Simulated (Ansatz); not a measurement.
Ru3H3⁺, relaxed as a singlet with RKS PBE0-D4/def2-TZVP in Ansatz, starting from the GFN1-xTB geometry. Force threshold 0.02 eV/Å.

In the def2 sets Ru takes a core potential; there is no spin–orbit coupling. The restricted singlet is unstable towards broken spin symmetry in Hartree–Fock (as tested in another run); at PBE0-D4/def2-TZVP this wasn't settled. The relaxation made no stability test and no search for a lower SCF solution. No other spin state of charge 1 was run. Another isomer (quintet) lies 1.71 eV lower at PBE0-D4/def2-TZVP; other spin states weren't run for this one.

Start:

```xyz
6

Ru    0.901    0.317    0.624
Ru   -0.825   -1.157    0.241
Ru   -0.890    1.128   -0.584
H    -1.169   -1.528    1.716
H    -0.213    1.503   -1.939
H     2.195   -0.264   -0.059
```

```tsv
step	energy (eV)	largest force component (eV/Å)	SCF passes
1	-7782.5573	2.386	89
2	-7783.5376	2.557	71
3	-7783.6900	4.082	55
4	-7784.1693	0.774	52
5	-7784.2635	0.347	46
6	-7784.2935	0.251	45
7	-7784.2989	0.098	43
8	-7784.3007	0.097	44
9	-7784.3016	0.028	44
10	-7784.3017	0.009	44
```

Force components are those of the run's own axes.

End:

```xyz
6

Ru    0.757    0.160    0.656
Ru   -0.564   -1.459    0.182
Ru   -0.824    1.227   -0.317
H    -1.294   -1.098    1.504
H     0.039    1.103   -1.591
H     1.887    0.067   -0.434
```

By distances, no bond broke or formed. The bond that changes most is Ru2–Ru3, from 2.43 to 2.74 Å (atoms count from 1).

No frequencies were taken in this run, so the end may be a saddle point.

Run time 32 s (4 threads of Arm Neoverse V1 on a shared host).
